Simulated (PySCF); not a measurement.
H₃Si, SMILES [SiH3+], charge +1.

Geometry: PBE0-D3(BJ)/def2-TZVPD.

Level of theory: PySCF with TDA-LC-ωPBE/def2-TZVPD.

Vertical excitations; the highest root listed may be one member of a degenerate set. The molecule is in vacuum. State labels are in the subgroup C2v.

Computed UV-visible absorptions:
```json
[
 {"state": "S1", "symmetry": "A2", "energy (eV)": "5.78", "λ (nm)": "214", "f": "0.000", "main pairs": "HOMO−1→LUMO (degenerate set)"},
 {"state": "S2", "symmetry": "B2", "energy (eV)": "5.78", "λ (nm)": "214", "f": "0.000", "main pairs": "HOMO→LUMO (degenerate set)"},
 {"state": "S3", "symmetry": "B1", "energy (eV)": "10.71", "λ (nm)": "116", "f": "0.000", "main pairs": "HOMO−1→LUMO+3 48 %, HOMO→LUMO+2 48 %"},
 {"state": "S4", "symmetry": "B1", "energy (eV)": "10.92", "λ (nm)": "114", "f": "0.085", "main pairs": "HOMO−1→LUMO+1 (degenerate set)"},
 {"state": "S5", "symmetry": "A1", "energy (eV)": "10.92", "λ (nm)": "114", "f": "0.085", "main pairs": "HOMO→LUMO+1 (degenerate set)"},
 {"state": "S6", "symmetry": "A1", "energy (eV)": "11.87", "λ (nm)": "104", "f": "0.000", "main pairs": "HOMO−1→LUMO+2 48 %, HOMO→LUMO+3 48 %"},
 {"state": "S7", "symmetry": "B2", "energy (eV)": "12.11", "λ (nm)": "102", "f": "0.199", "main pairs": "HOMO−2→LUMO 90 %"},
 {"state": "S8", "symmetry": "B1", "energy (eV)": "12.60", "λ (nm)": "98", "f": "1.158", "main pairs": "HOMO−1→LUMO+4, HOMO→LUMO+2, HOMO−1→LUMO+3, HOMO−1→LUMO+1 (degenerate set)"},
 {"state": "S9", "symmetry": "A1", "energy (eV)": "12.60", "λ (nm)": "98", "f": "1.158", "main pairs": "HOMO→LUMO+4, HOMO→LUMO+3, HOMO−1→LUMO+2, HOMO→LUMO+1 (degenerate set)"},
 {"state": "S10", "symmetry": "A1", "energy (eV)": "13.30", "λ (nm)": "93", "f": "0.348", "main pairs": "HOMO→LUMO+4 65 %, HOMO→LUMO+3 15 %, HOMO−1→LUMO+2 15 %"},
 {"state": "T1", "symmetry": "A2", "energy (eV)": "4.96", "λ (nm)": "250", "f": "0", "main pairs": "HOMO−1→LUMO (degenerate set)"},
 {"state": "T2", "symmetry": "B2", "energy (eV)": "4.96", "λ (nm)": "250", "f": "0", "main pairs": "HOMO→LUMO (degenerate set)"},
 {"state": "T3", "symmetry": "B1", "energy (eV)": "8.83", "λ (nm)": "140", "f": "0", "main pairs": "HOMO−1→LUMO+1 (degenerate set)"},
 {"state": "T4", "symmetry": "A1", "energy (eV)": "8.83", "λ (nm)": "140", "f": "0", "main pairs": "HOMO→LUMO+1 (degenerate set)"}
]
```
Triplets are in the Tamm–Dancoff approximation.
